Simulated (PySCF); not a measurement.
r2SCAN0 on Xe (xenon, neutral), [Kr] 4d10 5s1 5p6 5d1, high-spin 3D determinant (an excited configuration). Calculation: PySCF 2.14, in aug-cc-pwCVDZ-PP with ECP28MDF; scalar relativity through the core potential.

```
cycle= 1 E= -328.545020645675  delta_E= -0.0039  |g|= 0.0234  |ddm|= 0.492
cycle= 2 E= -328.545221749896  delta_E= -0.000201  |g|= 0.0183  |ddm|= 0.103
cycle= 3 E= -328.54530644198  delta_E= -8.47e-05  |g|= 0.00131  |ddm|= 0.0367
cycle= 4 E= -328.545308542789  delta_E= -2.1e-06  |g|= 0.000434  |ddm|= 0.00824
cycle= 5 E= -328.545308762287  delta_E= -2.19e-07  |g|= 3.53e-05  |ddm|= 0.00305
cycle= 6 E= -328.545308763737  delta_E= -1.45e-09  |g|= 1.96e-06  |ddm|= 0.000284
cycle= 7 E= -328.54530876374  delta_E= -3.07e-12  |g|= 1.4e-07  |ddm|= 8.62e-06
converged SCF energy = -328.54530876374  <S^2> = 2.0026103  2S+1 = 3.0017397
```

Highest occupied orbital energy: 1.316 eV; ⟨L²⟩ = 6.00; populations by l: s 3.00, p 12.00, d 11.00, f 0.00.

(1) Can this result be used?

Results:

(1) Not for this state. The calculation finished and met its thresholds. Energies and moments cover only the electrons outside the core potential. The outer electron is Rydberg-like, and this basis confines it to a smaller radius and binds it less than a complete one would. At r2SCAN0 the highest occupied level has a positive energy, so only the finite basis holds that electron; for this excited configuration the basis is too tight for the outer shell.
